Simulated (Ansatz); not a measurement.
Total energies of the cluster AlF3 from Ansatz at r2SCAN-D4/def2-TZVP, gas phase (1 Eh = 27.2114 eV = 2625.5 kJ/mol). The reference geometry is relaxed at PBE-D4/def2-TZVP.

```xyz
4

Al    0.000    0.000    0.000
F    -1.087   -0.673   -1.039
F    -0.416    0.259    1.573
F     1.503    0.414   -0.533
```

| state | geometry | energy (Eh) |
| --- | --- | --- |
| charge 0 singlet | reference | -542.18886 |
| charge 1 doublet | reference | -541.68090 |
| charge 0 triplet | relaxed at PBE-D4/def2-TZVP | -541.98258 |
| charge 0 quintet | relaxed at PBE-D4/def2-TZVP | -541.71850 |
| free Al atom (doublet) | – | -242.33055 |
| free F atom (doublet) | – | -99.72763 |

(1) Work out the vertical ionisation energy to the doublet.

(2) Which of the charge 0 states is lowest, and how far above it are the others?

(3) What is the binding energy per atom against free atoms?

(1) E(charge 1 doublet) − E(charge 0 singlet) = -541.68090 − (-542.18886) = 0.50796 Eh = 13.82 eV. For comparison, −ε of the highest occupied level is 10.11 eV at this level, 3.71 eV less.

(2) The singlet. triplet: -541.98258 − (-542.18886) = 0.20628 Eh = 541.6 kJ/mol; quintet: -541.71850 − (-542.18886) = 0.47036 Eh = 1234.9 kJ/mol. The quintet has fallen apart, so its energy is that of loose fragments and no spin gap. The quintet differs in its bonds from the reference.

(3) Atoms: 1 × (-242.33055) + 3 × (-99.72763) = -541.51344 Eh. Binding: -541.51344 − (-542.18886) = 0.67542 Eh = 18.38 eV, or 4.59 eV for each of 4 atoms (no zero-point energy, no counterpoise term).

The structure comes from a short search, and lower isomers may exist.
